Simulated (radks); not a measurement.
Task: Spherical quantum dot in the effective-mass picture: electrons in a hard-walled sphere of radius 4.04, all in effective atomic units (hartree* = m*/eps^2 hartree, bohr* = eps/m* bohr), one dielectric constant everywhere. Method: non-relativistic Kohn-Sham, LDA (Slater exchange, Perdew-Wang correlation), spin-polarised, spherical densities; computed with a radial shooting solver with Libxc functionals. Levels are named by radial order and angular momentum (1s, 1p, 1d, 2s, ...), and open shells are averaged over m. Each electron was tried in the lowest free levels, single moves between levels near the top were tried too, and the lowest total energy was kept; such a search can miss a lower state. Give the order in which the levels fill up to N = 31, the shell closures and the spin along the way.

Result: Shells are first occupied in the order 1s, 1p, 1d, 1f. Open shells at each N (closed shells left out): 1: 1s(up 1, down 0); 2: none; 3: 1p(up 1, down 0); 4: 1p(up 2, down 0); 5: 1p(up 3, down 0); 6: 1p(up 3, down 1); 7: 1p(up 3, down 2); 8: none; 9: 1d(up 1, down 0); 10: 1d(up 2, down 0); 11: 1d(up 3, down 0); 12: 1d(up 4, down 0); 13: 1d(up 5, down 0); 14: 1d(up 5, down 1); 15: 1d(up 5, down 2); 16: 1d(up 5, down 3); 17: 1d(up 5, down 4); 18: none; 19: 1f(up 1, down 0); 20: 1f(up 2, down 0); 21: 1f(up 3, down 0); 22: 1f(up 4, down 0); 23: 1f(up 5, down 0); 24: 1f(up 6, down 0); 25: 1f(up 7, down 0); 26: 1f(up 7, down 1); 27: 1f(up 7, down 2); 28: 1f(up 7, down 3); 29: 1f(up 7, down 4); 30: 1f(up 7, down 5); 31: 1f(up 7, down 6). All shells are closed at N = 2, 8, 18 (there: 1s2 1p6 1d10). Largest 2S: 7, at N = 25.
